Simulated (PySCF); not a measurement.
Cartesian coordinates (Å):
```xyz
5

Zn     0.2866     0.0026     0.1667
O     -0.7075     0.1223    -1.3031
H     -0.3821    -0.4801    -1.9993
O      1.0998    -0.1323     1.7429
H      1.7982     0.5434     1.8381
```
Charge 0, spin multiplicity 1.

Problem. Give the dipole moment, total energy, charge on the central atom (Mulliken), HOMO, LUMO, charge on the central atom (meta-Löwdin) and HOMO–LUMO gap at the level PBE-D3(BJ)/def2-TZVP // BP86-D3(BJ)/def2-SVP run with PySCF 2.14.0.

Solution. 
```
Quantity                                          Value
----------------------------------------  -------------
dipole moment                                    1.87 D
total energy                              -1930.7282 Ha
charge on the central atom (Mulliken)            0.50 e
HOMO                                           -6.76 eV
LUMO                                           -2.05 eV
charge on the central atom (meta-Löwdin)         1.23 e
HOMO–LUMO gap                                   4.72 eV
```
